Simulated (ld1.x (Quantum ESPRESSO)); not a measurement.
## Which change was made? (Ca, TM semilocal)

```
Element                 : calcium (Ca)
Generator               : ld1.x (Quantum ESPRESSO) 7.5
Type                    : norm-conserving Troullier–Martins (semilocal form)
Functional              : LDA (PZ)
Relativity              : scalar-relativistic
Frozen core             : [Ar]
Valence charge          : 2
Reference configuration : 3d0 4s1.5 4p0 (charge +0.5)
Partial waves           : 4s (bound): rc 2.75 bohr; 3d (bound, empty): rc 1.95 bohr; 4p (bound, empty): rc 3.20 bohr
Local potential         : the p channel
Core correction         : a·sin(br)/r model core inside 1.40 bohr
```

Cutoffs, loose and tight: the cutoffs (Ry, on a coarse ladder) from which the occupation-weighted sum of valence levels, in a spherical-Bessel basis at the reference potential, stays within 10 and 1 mRy of its value at 400 Ry. They do not see the model core or the augmentation charge, which bear on the density cutoff. Test errors are all-electron minus pseudo excitation energies from the reference, over the configurations 3d0 4s2 4p0; 3d0 4s1 4p0; 3d0 4s1 4p1; 3d1 4s0 4p0; 3d0 4s0 4p1; 3d0.5 4s1.5 4p0; 3d1 4s1 4p0 (two spin-polarised tests are not counted in the largest error); variants that change the core or the reference have their own tests.

The base gives: outcome: generated; cutoff, loose: 6 Ry; cutoff, tight: 10 Ry; bound ghosts: none; largest test error (meV): -214.

(1) After one change the result is: outcome: generated; cutoff, loose: 30 Ry; cutoff, tight: 55 Ry; bound ghosts: none; largest test error (meV): -92. Which change was it?
A. core [Ne] 3s2, valence charge 8; reference 3p6 3d0 4s2 4p0; waves now 4s (bound): rc 2.75 bohr; 3p (bound): rc 1.55 bohr; 3d (bound): rc 1.50 bohr; local potential the d channel; core correction Bessel-smoothed model core inside 1.55 bohr
B. type ultrasoft, which also changes the form from semilocal to separable; waves now 4s (bound): rcut 2.40, rcutus 2.75 bohr; 4s channel at 0.15 Ry: rcut 2.40, rcutus 2.75 bohr; 4p (bound): rcut 2.80, rcutus 3.20 bohr; 4p channel at 2.75 Ry: rcut 2.80, rcutus 3.20 bohr; 3d (bound): rcut 1.70, rcutus 1.95 bohr; 3d channel at 4.25 Ry: rcut 1.70, rcutus 1.95 bohr; local potential all-electron potential smoothed inside 2.45 bohr (lloc = -2); augmentation PSQ, radius 1.60 bohr
C. wave 4s (bound): rc 2.75 bohr becomes 4s (bound): rc 2.46 bohr

## Answers

(1) A. The others give: type ultrasoft, which also changes the form from semilocal to separable; waves now 4s (bound): rcut 2.40, rcutus 2.75 bohr; 4s channel at 0.15 Ry: rcut 2.40, rcutus 2.75 bohr; 4p (bound): rcut 2.80, rcutus 3.20 bohr; 4p channel at 2.75 Ry: rcut 2.80, rcutus 3.20 bohr; 3d (bound): rcut 1.70, rcutus 1.95 bohr; 3d channel at 4.25 Ry: rcut 1.70, rcutus 1.95 bohr; local potential all-electron potential smoothed inside 2.45 bohr (lloc = -2); augmentation PSQ, radius 1.60 bohr → outcome: failed: chargeps: negative rho | wave 4s (bound): rc 2.75 bohr becomes 4s (bound): rc 2.46 bohr → outcome: generated; cutoff, loose: 8 Ry; cutoff, tight: 21 Ry; bound ghosts: none; largest test error (meV): -188. In the semilocal form every listed channel keeps its own potential, so the choice of the local channel does not act on these tests. It acts once the file is put into the separable form.
